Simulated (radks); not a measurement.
Sb2+, 49 electrons, occupied as [Kr] 4d10 5s2 6s1 (not the ground configuration). Method: Dirac Kohn-Sham, RPBE, spin-unpolarised, spherical densities, point nucleus; computed with a radial shooting solver on a logarithmic mesh with Libxc functionals.

Normalised radial functions P(r) = r R(r) (large component), r in bohr:

```
   r/bohr * 4s1/2, o 4p3/2 (the largest magnitude, 1.28, reaches the edge; | marks zero, & curves that meet)
 0.002454                             o  *
 0.003326                             o  *
 0.004507                             o   *
 0.006108                             o    *
 0.008279                             |o    *
  0.01122                             |o    *
  0.01521                             | o   *
  0.02061                             |   o*
  0.02793                             |  * o
  0.03785                            *|      o
   0.0513                       *     |        o
  0.06952                   *         |        o
  0.09422                   *         |      o
   0.1287                          *  o
   0.1745                    o        |       *
   0.2364               o             |              *
   0.3204                   o         |          *
   0.4343                      *      |    o
   0.5886     *                       |                    o
   0.7977  *                          |                         o
    1.081            *                |                  o
    1.465                      *      |        o
    1.986                            *|  o
    2.691                             &
    3.647                             &
    4.943                             &
    6.699                             &
    9.079                             &
     12.3                             &
```

4s1/2: eigenvalue -171.53 eV, 3 radial nodes at r = 0.0355, 0.142, 0.392 bohr, <r> = 0.791 bohr, 90 % of the charge inside 1.14 bohr. 4p3/2: eigenvalue -121.87 eV, 2 radial nodes at r = 0.128, 0.399 bohr, <r> = 0.861 bohr, 90 % of the charge inside 1.26 bohr.
